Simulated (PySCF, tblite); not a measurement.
Isomers of C5H10SSi, one GFN2-xTB conformer each. Single-point energies are computed at PBE0/pcSseg-1 (PySCF, gas phase, no added dispersion term), electronic only.

Question: Rank them by PBE0/pcSseg-1 energy, lowest first (kJ/mol).
A. `[CH2:1]=[CH:2][Si@@H:3]1[CH2:4][CH2:5][S:6][CH2:7]1` with C1–C2–Si3–C4 -117°, C2–Si3–C4–C5 -138°, Si3–C4–C5–S6 45°, C4–C5–S6–C7 -49°, C5–S6–C7–Si3 31°
B. `[CH2:1]=[CH:2][CH2:3][C@@H:4]1[CH2:5][SiH2:6][S:7]1` with C1–C2–C3–C4 120°, C2–C3–C4–C5 -68°
C. `[CH:1]#[C:2][Si:3]([CH3:4])([CH3:5])[S:6][CH3:7]` with C2–Si3–S6–C7 -55°

Answer: C (0.0), A (8.8), B (16.9).

As drawn, the lowest has a C≡C bond, which the highest lacks; the highest has a four-membered ring and a C=C bond outside aromatic rings, which the lowest lacks. Neighbours under 10 kJ/mol apart (C#C[Si](C)(C)SC and C=C[Si@@H]1CCSC1; C=C[Si@@H]1CCSC1 and C=CC[C@@H]1C[SiH2]S1) can change places with a better method, another conformer or zero-point energy. GFN2-xTB itself gives, in the same order: 141.7, 102.6, 0.0. GFN2-xTB puts C=CC[C@@H]1C[SiH2]S1 lowest instead; measured from each level's own lowest isomer, the values differ by up to 141.7 kJ/mol (C#C[Si](C)(C)SC: 141.7 against 0.0).

Which frontier levels, dipoles and rotational constants go with these structures?

```csv
SMILES,"HOMO (eV, PBE0/pcSseg-1)",LUMO (eV),dipole (D),"A, B, C (MHz)"
C#C[Si](C)(C)SC,-6.66,-0.09,1.74,"1776, 1462, 1157"
C=C[Si@@H]1CCSC1,-6.17,-0.49,2.01,"3797, 1069, 944.0"
C=CC[C@@H]1C[SiH2]S1,-6.68,-0.24,2.12,"3623, 1046, 892.5"
```

What happens when harmonic zero-point energies from GFN2-xTB frequencies are added?

| SMILES | ZPE (kJ/mol) | electronic (kJ/mol) | with ZPE (kJ/mol) |
| --- | --- | --- | --- |
| C#C[Si](C)(C)SC | 344.0 | 0.0 | 0.0 |
| C=C[Si@@H]1CCSC1 | 348.9 | 8.8 | 13.6 |
| C=CC[C@@H]1C[SiH2]S1 | 346.9 | 16.9 | 19.8 |

The zero-point energies span 4.9 kJ/mol. The order is unchanged.
